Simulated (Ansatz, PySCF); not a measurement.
Gas-phase reaction in SMILES: FC(F)=CCl + 5 [H][H] (H2) → 2 C (CH4) + Cl (HCl) + 2 F (HF)
Geometries: B3LYP-D3(BJ)/def2-TZVP minima from Ansatz (an electronic-structure program).

Property: energy of full hydrogenation (enthalpy at 298 K, with B3LYP-D3(BJ) rigid-rotor harmonic-oscillator terms from PySCF), in kcal/mol. Cores are frozen in the correlated levels unless marked. Spin-orbit coupling is left out. Non-relativistic. Basis-set limits of correlation are two-point, X^-3; Hartree-Fock from the larger set. The bracket is a focal-point correction in the basis named.

From measured enthalpies of formation at 298 K: -112.6 kcal/mol (FC(F)=CCl -75.4, CRC Handbook; [H][H] (H2) 0.0, ATcT 1.112; C (CH4) -17.8, ATcT 1.112; Cl (HCl) -22.0, ATcT 1.112; F (HF) -65.2, ATcT 1.112). It holds spin-orbit effects, which the calculations lack, and core correlation, which the frozen-core levels lack. This is an older compilation, not checked against later work.

| level | program | energy of full hydrogenation (kcal/mol) | error against measurement |
|---|---|---|---|
| SVWN5/def2-TZVPD | Ansatz | -97.9 | 14.7 |
| revPBE-D3(BJ)/def2-TZVPD | Ansatz + dftd3 | -92.5 | 20.1 |
| r2SCANh/def2-TZVPD | Ansatz | -98.8 | 13.8 |
| CCSD/STO-3G | Ansatz | -36.2 | 76.4 |
| RI-MP2/CBS(aug-cc-pV(T+d)Z,aug-cc-pV(Q+d)Z)+[CCSD(T)-MP2]/aug-cc-pV(T+d)Z | Ansatz | -104.5 | 8.1 |
| RI-MP2/CBS(cc-pV(T+d)Z,cc-pV(Q+d)Z)+[CCSD(T)-MP2]/cc-pV(T+d)Z | Ansatz | -105.2 | 7.4 |
| CCSD(T)/CBS(cc-pV(T+d)Z,cc-pV(Q+d)Z) | Ansatz | -104.9 | 7.7 |
